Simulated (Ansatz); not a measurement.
`O[SiH2]N[SiH](O)O`, relaxed with RKS PBE0-D4/def2-TZVP in Ansatz 0.2.0 from a PBE-D4/def2-SVP geometry. The force threshold is 0.005 eV/Å; the program also tests the step.

Total charge 0; spin multiplicity 1.

Start:

```xyz
13

O     0.211    0.323    2.056
Si    1.253    0.839    0.807
N     0.361    0.691   -0.673
Si   -0.625   -0.692   -1.098
O    -2.069   -0.008   -1.611
O    -0.696   -1.659    0.258
H     0.667   -0.011    2.849
H     2.479   -0.033    0.873
H     1.646    2.282    0.960
H     0.167    1.561   -1.178
H    -0.093   -1.573   -2.187
H    -2.631   -0.604   -2.135
H    -0.669   -1.115    1.080
```

(1) How much energy does the relaxation release, and in how many steps? (Best estimate.)

(2) Which bonds change most? (Estimate.)

(3) Give the relaxed structure. (An estimate is asked.)

## Answers

(1) The calculation gave: 12.87 kJ/mol, in 10 steps.

(2) Computed: O1–Si2 from 1.707 to 1.661 Å; Si4–O5 from 1.677 to 1.641 Å; Si4–O6 from 1.667 to 1.633 Å; N3–Si4 from 1.751 to 1.719 Å.

(3) The calculation gave: 
```xyz
13

O     0.314    0.346    2.089
Si    1.249    0.841    0.809
N     0.304    0.679   -0.606
Si   -0.636   -0.680   -1.079
O    -2.024   -0.030   -1.662
O    -0.792   -1.659    0.219
H     0.785    0.049    2.870
H     2.467   -0.012    0.807
H     1.640    2.269    0.932
H     0.131    1.530   -1.122
H    -0.036   -1.533   -2.129
H    -2.581   -0.597   -2.196
H    -0.821   -1.203    1.069
```
